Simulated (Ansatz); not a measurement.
Reaction (SMILES): [O]=[Ge]([Cl])[Cl] + H+ -> [OH+]=[Ge]([Cl])[Cl]
Structures are relaxed separately at B3LYP-D3(BJ)/def2-TZVP in Ansatz (an electronic-structure program). Frequencies are from Ansatz.
Geometry of the first species:
```xyz
4

Ge    -0.3016    -0.2691    -0.0380
O     -1.5147    -1.3513    -0.1907
Cl    -0.3032     1.7434    -0.7324
Cl     1.5837    -0.6010     0.8936
```
Charge 0, spin multiplicity 1.

Property: proton affinity (enthalpy at 298 K, with B3LYP-D3(BJ) rigid-rotor harmonic-oscillator terms), positive where the reaction releases energy, in kcal/mol. Cores are frozen in the correlated levels unless marked. No spin-orbit coupling. The frozen core is the preceding noble-gas configuration, with the filled d and f shells of earlier blocks. Non-relativistic. CBS marks a two-point X^-3 extrapolation of the correlation energy; Hartree-Fock from the larger set.

```json
[
 {"level": "SVWN5/def2-TZVPD", "program": "Ansatz", "proton affinity (kcal/mol)": "191.6"},
 {"level": "revPBE-D3(BJ)/def2-TZVPD", "program": "Ansatz + dftd3", "proton affinity (kcal/mol)": "199.4"},
 {"level": "BHLYP-D3(BJ)/def2-TZVPD", "program": "Ansatz + dftd3", "proton affinity (kcal/mol)": "205.8"},
 {"level": "BHLYP-D4/def2-TZVPD", "program": "Ansatz + dftd4", "proton affinity (kcal/mol)": "205.4"}
]
```

Predict the CCSD(T)/CBS(def2-TZVPP,def2-QZVPP) result (Ansatz).

201.3 kcal/mol, so BHLYP-D4/def2-TZVPD differs from it by 4.1 kcal/mol.
